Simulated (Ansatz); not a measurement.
Total energies of Al₈N₇H₂₂⁻, a nanocrystal cut from wurtzite AlN (hydrogen-capped) from Ansatz at PBE0-D4/def2-TZVP, gas phase (1 Eh = 27.2114 eV = 2625.5 kJ/mol). The reference geometry is relaxed at PBE-D4/def2-SVP.

```csv
atom,x (Å),y (Å),z (Å)
Al1,-3.148,-0.241,0.833
N2,-2.433,-0.865,2.570
N3,-1.688,-0.568,-0.391
Al4,-0.225,-1.568,0.373
Al5,0.489,-1.275,-2.738
N6,1.112,-1.819,-0.973
Al7,-0.746,-0.027,3.179
N8,0.473,-0.376,1.720
Al9,2.832,-1.067,-0.450
Al10,-1.166,1.045,-1.292
N11,0.269,0.648,-2.496
N12,-0.347,2.064,0.168
Al13,1.215,1.257,1.033
Al14,1.898,1.635,-2.092
N15,2.421,0.839,-0.394
H16,-4.445,-1.135,0.468
H17,-3.347,1.357,1.029
H18,-2.323,-1.892,2.550
H19,-3.151,-0.686,3.289
H20,-2.045,-1.188,-1.144
H21,-0.728,-2.968,1.016
H22,-1.000,-1.923,-2.971
H23,1.556,-1.622,-3.899
H24,1.267,-2.840,-1.039
H25,-0.277,-0.764,4.540
H26,-1.082,1.558,3.241
H27,1.286,-0.892,2.109
H28,3.152,-1.554,1.083
H29,3.999,-1.405,-1.514
H30,-2.365,1.840,-2.009
H31,-0.036,1.003,-3.419
H32,-1.065,2.278,0.883
H33,-0.043,2.971,-0.226
H34,1.880,2.218,2.137
H35,3.027,1.469,-3.234
H36,1.467,3.192,-1.793
H37,3.314,1.300,-0.147
```

```
            state                    geometry  energy (Eh)
charge -1 singlet                   reference  -2335.62632
 charge 0 doublet                   reference  -2335.41340
 charge 0 doublet  relaxed at PBE-D4/def2-SVP  -2335.46214
```

Single mean-field runs in def2-TZVP are fitted with def2-universal-jkfit.

Problem. Work out the vertical ionisation energy to the doublet.

Solution. E(charge 0 doublet) − E(charge -1 singlet) = -2335.41340 − (-2335.62632) = 0.21292 Eh = 5.79 eV. For comparison, −ε of the highest occupied level is 4.36 eV at this level, 1.43 eV less.

Problem. How much does the charge 0 doublet relax, and what is the adiabatic ionisation energy?

Solution. Relaxation: -2335.41340 − (-2335.46214) = 0.04874 Eh = 1.33 eV. Adiabatic ionisation energy: 0.16418 Eh = 4.47 eV, without zero-point energy. Bonds change on the way (1 lost, 0 formed), so the relaxed form is another species. In the charge 0 doublet, H23 and H29 lie 1.00 Å apart (atoms count from 1), so these atoms are partly bonded to each other.
